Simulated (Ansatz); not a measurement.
Basis-set extrapolation for `CC(=N)BCl` (PBE0-D4/def2-TZVP geometry, frozen core, Ansatz). Multiplicity 1, RHF reference.

|  | def2-TZVPP | def2-QZVPP |
| --- | --- | --- |
| HF | -617.371233 | -617.390966 |
| MP2 correlation | -0.818578 | -0.879242 |
| CCSD(T) correlation | -0.903063 | not run |

Energies in hartree. Use E(X) = E(∞) + A·exp(−7.88·√X) for Hartree–Fock and E(X) = E(∞) + B·X^(−2.97) for correlation, with X = 3 and 4, and add CCSD(T) minus MP2 of the smaller set to the MP2 limit.

Question: What is the CCSD(T) energy at the basis-set limit?

Answer: HF limit: -617.390966 + (-0.019733) × 0.13774 = -617.39368. MP2 limit: -0.879242 + (-0.060664) × 0.74074 = -0.92418. Higher-order term: -0.903063 − (-0.818578) = -0.08448. Total: -618.40234 hartree, 336.2 kJ/mol below CCSD(T)/def2-TZVPP.
